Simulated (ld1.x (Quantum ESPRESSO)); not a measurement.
# Varying the TM potential for chlorine

Base potential:

Cl, norm-conserving Troullier–Martins (Kleinman–Bylander form), made with ld1.x (Quantum ESPRESSO) 7.5 (PBE, scalar-relativistic). Core [Ne], reference 3s2 3p5. Waves: 3p (bound): rc 1.45 bohr; 3s (bound): rc 0.95 bohr. Local part: the s channel. Core correction: a·sin(br)/r model core, default radius (core density twice the valence density).

All-electron outer shells of the reference configuration (PBE, scalar-relativistic, ld1.x):

```tsv
shell	level (eV)	outermost node (bohr)	outermost maximum (bohr)
2s	-252.70	0.12	0.36
2p	-191.63	–	0.30
3s	-20.69	0.55	1.29
3p	-8.59	0.53	1.43
```

Cutoffs, loose and tight: the cutoffs (Ry, on a coarse ladder) from which the occupation-weighted sum of valence levels, in a spherical-Bessel basis at the reference potential, stays within 10 and 1 mRy of its value at 400 Ry. They do not see the model core or the augmentation charge, which bear on the density cutoff. Test errors are all-electron minus pseudo excitation energies from the reference, over the configurations 3s2 3p4; 3s2 3p3; 3s2 3p2; 3s1 3p5; 3s2 3p4.5; 3s2 3p1; 3s2 3p5.3. A dash means not determined; rows that change the core or the reference have their own tests.

A true bound ghost makes a file unfit for plane-wave use even where its test errors are small: the radial tests pick states by their node count and pass the ghost by.

Cutoffs are not given where the Bessel-basis levels miss the radial ones by over 6 mRy, ghosts where they miss by over 20 mRy; a channel whose overlap is not positive is not tested.

| change | outcome | cutoff, loose | cutoff, tight | bound ghosts | largest test error (meV) |
| --- | --- | --- | --- | --- | --- |
| base | generated | 140 Ry | 260 Ry | none | +288 |
| all radii but the core radius scaled by about 0.76 (s 0.72, p 1.10 bohr) | generated | – | – | s (extra level of the local part) | +902 |
| all radii but the core radius scaled by about 0.84 (s 0.80, p 1.22 bohr) | generated | over 300 Ry | over 300 Ry | none | +579 |
| all radii but the core radius scaled by about 0.88 (s 0.84, p 1.28 bohr) | generated | 260 Ry | over 300 Ry | none | +433 |
| all radii but the core radius scaled by about 1.03 (s 0.98, p 1.50 bohr) | generated | 110 Ry | 230 Ry | none | +259 |
| all radii but the core radius scaled by about 1.18 (s 1.12, p 1.72 bohr) | generated | 55 Ry | 120 Ry | none | +200 |
| all radii but the core radius scaled by about 1.24 (s 1.18, p 1.80 bohr) | generated | 50 Ry | 80 Ry | none | +178 |
| all radii but the core radius scaled by about 1.32 (s 1.26, p 1.92 bohr) | generated | 50 Ry | 70 Ry | none | +158 |
| all radii but the core radius scaled by about 1.39 (s 1.32, p 2.02 bohr) | generated | 50 Ry | 70 Ry | none | +143 |

(1) What comes out with this change to the base: all radii but the core radius scaled by about 1.10 (s 1.04, p 1.60 bohr)?

Results:

(1) outcome: generated; cutoff, loose: 70 Ry; cutoff, tight: 160 Ry; bound ghosts: none; largest test error (meV): +233.

Reading the sweep of the scale of all radii but the core radius (base = 1) (base included, trends over the rows without a ghost): The loose cutoff falls from 260 Ry at 0.88 to 50 Ry at 1.39. A larger radius leaves more room for a smooth pseudo-wave, so fewer plane waves are needed; a smaller one forces it to follow the all-electron wave where it bends sharply. The median size of the test errors (rows with all tests solved) is not monotonic: lowest 5.4 meV at 1.03, highest 25.4 meV at 0.84. Bound ghosts are found at 0.76.
